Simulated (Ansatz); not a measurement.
Reaction (formal exchange of groups at the Sn–Ge bond): `[Cl][SnH2][GeH3]` + CH₃OH → `O[CH2][SnH2][Cl]` + GeH₄

Gas-phase electronic energies from Ansatz, PBE0-D4/def2-TZVP geometries. CBS: MP2 limit from def2 TZ/QZ plus the TZ coupled-cluster correction, frozen cores. This one scheme is used for every species. Functionals use def2-TZVPP. B3LYP here is the variant with VWN-RPA as its local correlation; programs differ in this. def2 core potentials past Kr. For Ge, Sn outer-core shells are correlated without core-valence functions, which leaves a few kJ/mol of doubt a bond. Scalar relativity is left out up to krypton. Each species was taken in one conformer, which may not be the lowest.

`[Cl][SnH2][GeH3]`:

Cartesian coordinates in Å:
```
Cl 2.796 0.071 -0.442
Sn 0.800 -0.881 0.340
Ge -1.058 0.824 -0.273
H 0.684 -2.385 -0.457
H 1.043 -1.108 2.013
H -0.763 2.159 0.423
H -2.426 0.297 0.191
H -1.076 1.021 -1.794
```

CH₃OH:

Cartesian coordinates in Å:
```
C -0.092 0.135 0.317
O 0.370 -0.834 -0.596
H -0.082 -0.327 1.305
H -1.118 0.456 0.102
H 0.554 1.021 0.348
H 0.368 -0.451 -1.475
```

`O[CH2][SnH2][Cl]`:

Cartesian coordinates in Å:
```
O -0.039 -1.353 1.147
C -0.580 -0.720 0.008
Sn 0.719 0.924 -0.488
Cl -0.239 2.815 0.508
H -0.661 -2.015 1.460
H -0.645 -1.395 -0.854
H -1.574 -0.295 0.192
H 2.273 0.768 0.185
H 0.746 1.271 -2.159
```

GeH₄:

Cartesian coordinates in Å:
```
Ge 0.000 0.000 0.000
H 1.008 -0.289 -1.120
H 0.731 0.614 1.201
H -0.677 -1.308 0.428
H -1.062 0.983 -0.509
```

```
             level  ΔE (kJ/mol)  difference from CCSD(T)/CBS
            B2PLYP         76.7                          0.3
               PBE         78.9                          2.5
             B3LYP         79.2                          2.8
   CCSD/def2-TZVPP         73.5                         -2.9
     HF/def2-QZVPP         79.5                          3.1
    MP2/def2-QZVPP         76.1                         -0.3
SCS-MP2/def2-QZVPP         74.2                         -2.2
      HF/CBS(def2)         79.5                          3.1
     MP2/CBS(def2)         78.2                          1.8
    CCSD/CBS(def2)         78.1                          1.7
       CCSD(T)/CBS         76.4                            0
```

Largest T1 diagnostic among the species: 0.012.

In def2-TZVPP, CCSD(T) changes the Hartree–Fock value by −7.9 kJ/mol (the triples alone add −1.6 kJ/mol) and MP2 by −6.2 kJ/mol.
